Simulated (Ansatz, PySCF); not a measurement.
Stretching the Be1–H2 bond and 1 like it together in BeH2 (SMILES [BeH2]) (multiplicity 1 held, fragments rigid). Energies count from the point at 1.330 Å.
Geometry at that point (charge 0, multiplicity 1):
```csv
atom,x (Å),y (Å),z (Å)
Be,0.0000,0.0000,0.0000
H,0.0000,0.0000,-1.3301
H,0.0000,0.0000,1.3301
```

Restricted levels (R-, RO-) in cc, def2 and unpolarised 6-31G sets keep to the state of the molecule at rest. U- levels take the lowest unrestricted solution at each point, which mixes spins at long bonds. Curves can end on different states.

Cores are frozen in the correlated methods. Rows in 6-31G* carry no dispersion term and start afresh at each structure (6-31G* with six Cartesian d functions).

Run with Ansatz (Gaussian orbitals); PySCF for 6-31G* rows. 

Question: One of these levels gives 441.5 kJ/mol for the energy at R = 4.256 Å. Which?
(A) U-MP2/cc-pVTZ
(B) R-SCS-MP2/cc-pVTZ
(C) R-HF/cc-pVTZ
(D) R-B3LYP/6-31G*

Answer: B, R-SCS-MP2/cc-pVTZ. The others give 1155.9 (R-HF/cc-pVTZ), 910.2 (R-B3LYP/6-31G*), 617.5 (U-MP2/cc-pVTZ)

Doubts at one or more of the structures used: a restricted determinant that unrestricted orbitals would lower (R-HF/cc-pVTZ, R-B3LYP/6-31G*, R-SCS-MP2/cc-pVTZ); a spin-contaminated determinant (U-MP2/cc-pVTZ).

Ansatz is a first-principles code.
